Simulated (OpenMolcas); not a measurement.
## A ladder of methods for CH5GaO2 (SMILES [CH3][Ga]([OH])[OH])

CH5GaO2: 9 atoms, total charge 0, spin state singlet. SMILES: `[CH3][Ga]([OH])[OH]`. Geometry: relaxed at PBE0-D4/def2-TZVP. This is one conformer, not always the lowest.

Each level gives the HOMO–LUMO gap (eV). The values are calculated.

| level | kind | program | value (eV) | CPU time |
| --- | --- | --- | --- | --- |
| HF/cc-pVDZ | Hartree–Fock | OpenMolcas | 14.96 | 16 s |
| SVWN5/cc-pVDZ | LDA | OpenMolcas | 5.64 | 43 s |
| BLYP/cc-pVDZ | GGA | OpenMolcas | 5.52 | 59 s |
| revPBE/cc-pVDZ | GGA | OpenMolcas | 5.70 | 59 s |
| M06-L/cc-pVDZ | meta-GGA | OpenMolcas | 6.52 | 72 s |
| r2SCAN/cc-pVDZ | meta-GGA | OpenMolcas | 6.50 | 77 s |
| B3LYP/cc-pVDZ | global hybrid | OpenMolcas | 7.65 | 56 s |
| PBE0/cc-pVDZ | global hybrid | OpenMolcas | 8.33 | 54 s |

All-electron rows without a relativistic Hamiltonian named are non-relativistic. The values span 5.52 to 14.96 eV. Orbital gaps aren't excitation energies; they tend to grow with the share of exact exchange. Times are those of the runs behind each value, whatever else they computed, on shared processors of several kinds: orders of magnitude only.
